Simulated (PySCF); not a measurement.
Compound: C₆H₉NOSi.
Cartesian coordinates in Å at the PBE0-D3(BJ)/def2-SVP level; atoms count from 1:
```xyz
18
C6H9NOSi angstrom
C      3.427    0.357    0.134
O      2.029    0.299    0.157
Si     1.088   -0.331   -1.060
C     -0.701   -0.151   -0.540
C     -1.377    1.071   -0.650
C     -2.705    1.156   -0.234
N     -3.384    0.127    0.266
C     -2.751   -1.038    0.369
C     -1.424   -1.229   -0.016
H      3.802    0.991   -0.691
H      3.778    0.791    1.081
H      3.884   -0.645    0.029
H      1.329    0.420   -2.333
H      1.398   -1.780   -1.271
H     -0.881    1.958   -1.055
H     -3.246    2.107   -0.310
H     -3.330   -1.873    0.781
H     -0.965   -2.216    0.094
```

Probes without a nucleus sit at each ring's centroid and 1 Å off its mean plane on both sides; NICS is minus the shielding there, NICSzz its component along the normal. Level: GIAO PBE0/pcSseg-1 (PySCF, non-relativistic, gas phase) on the PBE0-D3(BJ)/def2-SVP geometry, one conformer.

Ring bond lengths (Å), with Mayer bond orders in brackets: C4–C5 1.401 (1.40), C5–C6 1.394 (1.40), C6–N7 1.331 (1.47), N7–C8 1.330 (1.48), C8–C9 1.395 (1.39), C9–C4 1.400 (1.40).

Problem. Give the NICS values of each ring in ppm.

Solution. 
```json
{"ring": "C4–C5–C6–N7–C8–C9", "type": "6-membered ring with N; formal bonds all aromatic", "NICS(0)": "-7.0", "NICS(1), two faces": "-11.4 / -11.2", "NICS(1)zz, two faces": "-28.8 / -28.4", "rms pucker (Å)": "0.00", "centre to ring atoms, mean (Å)": "1.37"}
```

Problem. What can be read from them?

Solution. 
- C4–C5–C6–N7–C8–C9: mean NICS(1)zz -28.6 ppm, shielded, aromatic by this magnetic criterion (flat ring, no four-coordinate atom).

Problem. What does the geometric index give? HOMA takes Krygowski's 1993 parameters.

Solution. 
- C4–C5–C6–N7–C8–C9: HOMA 0.98; the largest term is that of C4–C5, α(R − Ropt)² = 0.04. The geometric and the magnetic index point the same way.

Problem. List the ring angles and the Hirshfeld charges of the ring atoms.

Solution. 
- C4–C5–C6–N7–C8–C9: C4 116.9° (-0.083 e), C5 119.3° (-0.045 e), C6 123.4° (+0.018 e), N7 117.6° (-0.159 e), C8 123.5° (+0.018 e), C9 119.2° (-0.047 e); sum 720.0° against 720° for a flat convex ring.

Problem. How do the values depend on the level or the medium?

Solution. 
```csv
level,"NICS(0), C4–C5–C6–N7–C8–C9","mean NICS(1)zz, C4–C5–C6–N7–C8–C9"
"PBE0/pcSseg-1, gas",-7.0,-28.6
"wB97X-D/pcSseg-1, gas",-7.0,-28.7
```

The geometry is the same throughout.
